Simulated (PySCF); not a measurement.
SMILES BCCC(F)(F)F (C3H6BF3) (GFN2-xTB optimised geometry):

```
13

B      1.728     0.439    -1.355
C      0.167     0.368    -1.236
C     -0.389    -0.345     0.000
C     -1.903    -0.345     0.000
F     -2.419     0.895     0.000
F     -2.419    -0.969    -1.072
F     -2.414    -0.966     1.078
H      2.193     0.969    -2.286
H      2.419    -0.021    -0.534
H     -0.236     1.386    -1.266
H     -0.238    -0.113    -2.133
H     -0.064     0.150     0.916
H     -0.064    -1.386     0.029
```

Calculation: PBE0/def2-TZVP (PySCF).

What are the frontier orbital energies and the dipole moment?

HOMO-2 -10.61 eV, HOMO-1 -9.60 eV, HOMO -9.47 eV, LUMO -1.73 eV, LUMO+1 1.06 eV; dipole moment 1.98 D.

Meta-Löwdin charges at PBE0/def2-TZVP: B1 0.04, C2 -0.32, C3 -0.24, C4 0.79, F5 -0.28, F6 -0.28, F7 -0.28, H8 0.02, H9 0.01, H10 0.15, H11 0.15, H12 0.13, H13 0.13.
